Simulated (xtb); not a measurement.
xtb input:

```bash
xtb mol.xyz --gfn 2 --ohess tight --chrg -1 --uhf 0
```
mol.xyz:
```
11

C     -1.44938420     0.06375941    -0.16487176
C     -0.08747120     0.16946560     0.32602807
C      0.95914164    -0.45434622    -0.58060743
S      2.63418258    -0.34529105     0.11896183
H     -1.77080603    -1.01379713    -0.21947541
H     -2.22379464     0.54485641     0.52353687
H     -1.57742850     0.45492953    -1.19010731
H      0.15784513     1.29925184     0.46987398
H     -0.02929613    -0.18295287     1.33780661
H      0.69591412    -1.59077605    -0.59688196
H      2.66652022     1.02014739     0.04145880
```

Which total energy does the run end on?

-13.36278 Eh (GFN2-xTB).

It need not be the lowest isomer of its formula. Whether it binds its extra electron was not tested at this geometry.
